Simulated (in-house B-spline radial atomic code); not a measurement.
Configurations of Zn+, with energies counted from [Ar] 3d10 4s1. All numbers are computed (non-relativistic PBEsol, spin-polarised, spherical fractional occupations; point nucleus) with a radial B-spline atomic code at the basis-set limit, not measured. Shells without spins written out take the highest spin.

Occupations are held fixed; configurations that lie above the ionisation limit could autoionise.

| configuration | E - E(ref) (eV) | highest orbital | its <r> (bohr) |
| --- | --- | --- | --- |
| [Ar] 3d(5 up, 4 down) 4s2 | 8.8023 | 4s down | 2.311 |
| [Ar] 3d10 5p(0 up, 1 down) | 12.52 | 5p down | 6.888 |
| [Ar] 3d(4 up, 5 down) 4s(1 up, 0 down) 4d(1 up, 0 down) | 22.179 | 4d up | 4.796 |
| [Ar] 3d9 4s1 5p1 | 22.389 | 5p up | 6.536 |
| [Ar] 3d9 4s1 5d1 | 24.634 | 5d up | 9.584 |
| [Ne] 3s2 3p5 3d10 4s1 5f1 | 98.709 | 5f up | 14.68 |

Question: Order these further configurations by energy, lowest first.
A. [Ar] 3d10 4f1
B. [Ar] 3d10 4d1
C. [Ar] 3d10 5s1
D. [Ar] 3d9 4s1 5s1
E. [Ar] 3d9 4s1 5f1

Answer: C (10.89 eV), B (12.242 eV), A (14.78 eV), D (20.711 eV), E (26.102 eV).

Question: How far above the reference does [Ne] 3s2 3p5 3d10 4s1 4d1 lie?

Answer: 94.51 eV; its least bound orbital is 4d up with <r> = 4.771 bohr.

Question: How far above the reference does [Ar] 3d10 4p(0 up, 1 down) lie?

Answer: 6.1195 eV; its least bound orbital is 4p down with <r> = 3.051 bohr.
